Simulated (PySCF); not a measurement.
## CaI₃⁻, singlet: molecular constants

All numbers come from PBE in PySCF with Ca def2-SVPD, I def2-SVPD with ECP28; scalar-relativistic core potentials, no spin–orbit coupling; density-fitted integrals.

The structure is a minimum.

```
Point group                                                                   : D3h
Bond lengths                                                                  : Ca–I 2.936 Å (×3)
Bond angles                                                                   : I–Ca–I 120.0° (×3)
Entropy at 298.15 K and 1 bar                                                 : 405.7 J/(mol K)
Rotational constants                                                          : 0.01027, 0.01027, 0.005136 cm⁻¹
Principal polarisabilities                                                    : 141.6, 189.1, 189.1 bohr³
Rotational symmetry number                                                    : 6
Dipole moment about the centre of mass                                        : 0.00 D
Highest occupied level                                                        : -2.45 eV
Heat capacity Cp at 298.15 K                                                  : 81.2 J/(mol K)
Lowest empty level                                                            : 1.26 eV
Zero-point energy                                                             : 4.2 kJ/mol
Principal quadrupole moments (Buckingham, traceless) about the centre of mass : -17.12, -17.12, 34.23 D Å
Enthalpy at 298.15 K above 0 K                                                : 21.13 kJ/mol
```

Harmonic modes (masses in u: Ca 39.963, I 126.904):
```
symmetry  ω (cm⁻¹)  IR (km/mol, summed over degenerate members)   μ (u)
      e'        35                                          0.5  113.07
    a2''        78                                         16.1   42.74
     a1'       102                                          0.0  126.90
      e'       230                                          159   44.58
```

In D3h the vibrations span 2e' + a2'' + a1'. The a1' mode carries no infrared intensity, as symmetry demands.

Charges (e); Mulliken and Löwdin values are unreliable with diffuse functions:
```tsv
atom	Mulliken	Löwdin	polar tensor	Mayer order to Ca1
Ca1	0.70	0.04	1.29	–
I2,3,4	-0.57	-0.35	-0.76	0.76
```

Mulliken populations on Ca1: s 6.32, p 12.33, d 0.65.

Counting electrons, calcium keeps none of its valence electrons outside its bonds, so the VSEPR class is AX3 and the expected shape is trigonal planar (D3h), as computed.

Other isomers or separated fragments may lie lower. The lowest empty level of this anion is unbound, so it and the gap depend on the basis.

The final relaxation and frequency run took 77 s on 4 threads of a shared Intel Xeon @ 2.70GHz host, with 132 basis functions and 9 gradients; the process peaked at 1.2 GiB. Launch command: `OMP_NUM_THREADS=4 python axn.py task.json out`.
